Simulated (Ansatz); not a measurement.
Consider the formal exchange of groups at a C–C bond: `C=CC[SiH3]` + `CO[SiH2]N` → `C=C[SiH](N)OC` + `C[SiH3]`.

Calculated with Ansatz (gas phase, PBE0-D4/def2-TZVP geometries, no zero-point term in ΔE). CCSD(T)/CBS adds triple-zeta CCSD(T) − MP2 to the extrapolated MP2 energy (def2 sets, frozen cores). This one scheme is used for every species. Functionals use def2-TZVPP. Each species was taken in one conformer, which may not be the lowest.

| species | r2SCAN-D4 energy (Eh) |
| --- | --- |
| `C=CC[SiH3]` | -408.54595 |
| `CO[SiH2]N` | -461.81172 |
| `C=C[SiH](N)OC` | -539.20084 |
| `C[SiH3]` | -331.17426 |

(1) Work out ΔE.

Largest T1 diagnostic among the species: 0.011.

## Answers

(1) ΔE = (-539.20084) + (-331.17426) − (-408.54595) − (-461.81172) = -0.01743 Eh = -10.9 kcal/mol. CCSD(T)/CBS gives -10.7 kcal/mol.
